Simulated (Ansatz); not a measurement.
Program: Ansatz. Geometries: PBE0-D4/def2-TZVP. ΔE: electronic, gas phase. CCSD(T)/CBS adds triple-zeta CCSD(T) − MP2 to the extrapolated MP2 energy (def2 sets, frozen cores). This one scheme is used for every species. DFT in def2-TZVPP. For Se outer-core shells are correlated without core-valence functions, which leaves a few kJ/mol of doubt a bond. Scalar relativity is left out up to krypton. One conformer a species, not always the lowest.

`[SeH]C1C[SiH2]1` + `CBF` → `CB(F)[SeH]` + `C1C[SiH2]1`  (formal exchange of groups at the Se–C bond)

```tsv
level	ΔE (eV)
PBE0-D4	-1.19
CCSD/def2-TZVPP	-1.13
MP2/def2-QZVPP	-1.11
SCS-MP2/def2-QZVPP	-1.08
```

What does CCSD(T)/CBS give? (Best estimate.)

Ansatz gave: -1.13 eV. The listed levels differ from it by -0.06, 0.00, 0.02, 0.05 eV.

Largest T1 diagnostic among the species: 0.012.

The D4 term adds +0.04 eV with B3LYP and +0.02 eV with PBE0; it sums over pairs of atoms, weighted by their polarisabilities, and B3LYP, whose exchange is more repulsive, gets the larger term.

B3LYP here is the variant with VWN-RPA as its local correlation; programs differ in this.
